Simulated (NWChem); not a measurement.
CH$_{3}$FOSi; SMILES F[SiH2]C=O

```xyz
7

O      0.0822    -2.0847     0.0000
C     -0.5361    -1.0482     0.0000
Si     0.4674     0.5904     0.0000
F     -0.5518     1.8581     0.0000
H     -1.6616    -1.0514     0.0000
H      1.3007     0.6366    -1.2307
H      1.3007     0.6366     1.2307
```
Atoms are numbered in this order, from 1.

Results from NWChem. Pople sets run with spherical d functions. The geometry was optimised at PBE0/def2-SVP. B3LYP is NWChem's, with the RPA form of VWN correlation. Vzz is the largest principal value of the second derivative of the potential at the nucleus (NWChem prints the opposite sign); η is the asymmetry. Non-relativistic.

```tsv
level	Vzz O1 (a.u.)	η O1
B3LYP/def2-TZVP	___	0.72
B3LYP/cc-pVTZ	-2.076	0.71
CAM-B3LYP/6-31G*	-2.042	0.59
CAM-B3LYP/def2-TZVP	-2.092	0.72
```

Question: What belongs in the gaps?

Answer: 
- B3LYP/def2-TZVP, Vzz O1 (a.u.): -2.062
